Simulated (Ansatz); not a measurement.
Mulliken charges of CH5GaOSSi (`O[SiH2][Ga]1[CH2][S]1`) from r2SCAN/def2-TZVPP in Ansatz (PBE0-D4/def2-TZVP geometry).

```
atom   x (Å)   y (Å)   z (Å)  charge (e)
  O1  -0.286   1.594   2.225      -0.396
 Si2  -0.441   0.011   1.793       0.427
 Ga3   0.190  -0.408  -0.466       0.212
  C4   0.635  -0.274  -2.359      -0.239
  S5   0.679  -2.054  -1.807      -0.261
  H6  -0.767   2.253   1.723       0.204
  H7  -1.841  -0.477   1.941      -0.076
  H8   0.453  -0.742   2.700      -0.051
  H9  -0.144  -0.066  -3.087       0.090
 H10   1.605   0.109  -2.661       0.091
```

**Question.** By hand: the dipole of these point charges (1 e Å = 4.8032 D).

**Answer.** Σ q r = (-0.270, 0.426, 0.367) e Å, of length 0.624 e Å = 3.00 D.

**Question.** How does the dipole of the full density compare? (Estimate.)

**Answer.** The calculation gave: (-0.291, 0.579, 0.200) e Å, 3.26 D; the point charges give 0.92 times that, at 20° from its direction.

Point charges leave out the atoms' own dipoles, such as those of lone pairs, and Mulliken's split depends on the basis, so the two needn't agree.
